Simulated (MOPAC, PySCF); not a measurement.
Stepwise substitution at one centre (B H-F). Gas-phase values, no solvent. Strings in code marks are SMILES.

Quantity: vertical ionisation energy (energy after one electron is removed minus that of the parent at the parent's geometry), in eV.

Level 1: PBE/6-31G* // B3LYP-D3(BJ)/def2-TZVP (PySCF)
Level 2: minus the HOMO energy of B3LYP/6-31G* // B3LYP-D3(BJ)/def2-TZVP (PySCF)
Level 3: minus the HOMO energy of HF/6-31G* // B3LYP-D3(BJ)/def2-TZVP (PySCF)
Level 4: minus the HOMO energy of PM3 // B3LYP-D3(BJ)/def2-TZVP (MOPAC)

```json
[
 {"species": "`BF`", "level 1": "11.95", "level 2": "8.88", "level 3": "13.17", "level 4": "12.60"},
 {"species": "`FBF`", "level 1": "13.25", "level 2": "10.26", "level 3": "15.09", "level 4": "14.31"},
 {"species": "`B`", "level 1": "12.87", "level 2": "9.58", "level 3": "13.52", "level 4": "13.57"}
]
```
